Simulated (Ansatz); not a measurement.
A nudged elastic band was laid between two geometries of BH4NO + FH (9 atoms, charge 0, multiplicity 1).

Computed with RKS PBE-D4/6-31G* (Ansatz).

```json
{
  "movable images": "7",
  "climbing image": "yes",
  "spring": "5.0 eV/Å²",
  "optimiser": "quadratic models (default)",
  "start path": "through a guess of the saddle point",
  "force threshold": "0.05 eV/Å",
  "iteration limit": "60",
  "end points": "relaxed"
}
```

First end point:

```xyz
9
Properties=species:S:1:pos:R:3
B 0.094 -0.354 0.314
N 0.000 -0.089 1.726
H -0.852 -0.326 2.230
H 0.839 -0.163 2.302
O 1.354 -0.408 -0.225
H 1.310 -0.490 -1.195
H -0.914 -0.514 -0.327
F -0.279 2.367 0.598
H -0.186 1.624 1.210
```

Last end point:

```xyz
9
Properties=species:S:1:pos:R:3
B 0.083 0.380 0.090
N -0.109 0.212 1.763
H -0.375 -0.747 2.016
H 0.801 0.415 2.198
O 1.243 -0.441 -0.115
H 1.223 -0.797 -1.020
H -0.978 -0.006 -0.400
F 0.282 1.764 -0.036
H -0.804 0.867 2.138
```

Q: What changes between the two ends?

A: Bonds broken: F8–H9. Bonds formed: B1–F8, N2–H9. BH4NO + FH becomes BFH5NO.

Q: What energy profile does the band end with?

A: The forces met the threshold. The highest image is number 2 of 0 to 8, 0.279 eV above the first end and 1.133 eV above the last; the last end lies 0.854 eV below the first. A vibrational analysis at the climbing image gives one clearly imaginary mode, 581i cm⁻¹: a first-order saddle point. The orbitals stay closed-shell, which can raise the energy where a bond breaks towards radicals; this wasn't checked here.

```json
{"image": "0", "path coordinate (Å)": "0.00", "energy (eV)": "0.000", "F8–H9 (Å)": "0.97", "B1–F8 (Å)": "2.76", "N2–H9 (Å)": "1.80"}
{"image": "1", "path coordinate (Å)": "0.42", "energy (eV)": "0.075", "F8–H9 (Å)": "0.99", "B1–F8 (Å)": "2.34", "N2–H9 (Å)": "1.66"}
{"image": "2", "path coordinate (Å)": "0.85", "energy (eV)": "0.279", "F8–H9 (Å)": "1.12", "B1–F8 (Å)": "1.88", "N2–H9 (Å)": "1.36"}
{"image": "3", "path coordinate (Å)": "1.24", "energy (eV)": "-0.214", "F8–H9 (Å)": "1.47", "B1–F8 (Å)": "1.58", "N2–H9 (Å)": "1.10"}
{"image": "4", "path coordinate (Å)": "1.63", "energy (eV)": "-0.711", "F8–H9 (Å)": "1.95", "B1–F8 (Å)": "1.44", "N2–H9 (Å)": "1.03"}
{"image": "5", "path coordinate (Å)": "2.03", "energy (eV)": "-0.816", "F8–H9 (Å)": "2.34", "B1–F8 (Å)": "1.41", "N2–H9 (Å)": "1.03"}
{"image": "6", "path coordinate (Å)": "2.42", "energy (eV)": "-0.832", "F8–H9 (Å)": "2.42", "B1–F8 (Å)": "1.41", "N2–H9 (Å)": "1.03"}
{"image": "7", "path coordinate (Å)": "2.81", "energy (eV)": "-0.848", "F8–H9 (Å)": "2.50", "B1–F8 (Å)": "1.40", "N2–H9 (Å)": "1.03"}
{"image": "8", "path coordinate (Å)": "3.20", "energy (eV)": "-0.854", "F8–H9 (Å)": "2.59", "B1–F8 (Å)": "1.40", "N2–H9 (Å)": "1.03"}
```

Q: What is the geometry of the highest image?

A: 
```xyz
9
Properties=species:S:1:pos:R:3
B 0.040 -0.048 0.276
N -0.024 0.095 1.797
H -0.832 -0.316 2.268
H 0.845 -0.147 2.281
O 1.321 -0.313 -0.177
H 1.325 -0.417 -1.145
H -0.959 -0.393 -0.307
F -0.197 1.820 0.310
H -0.153 1.367 1.332
```

Q: What are the harmonic wavenumbers there?

A: 581i, 278, 356, 393, 468, 545, 762, 821, 857, 931, 1009, 1103, 1209, 1290, 1353, 1582, 1819, 2585, 3452, 3558, 3714 cm⁻¹.

The run took 2.8 min on 1 thread of Arm Neoverse V2 (shared host), peak memory 0.12 GiB.
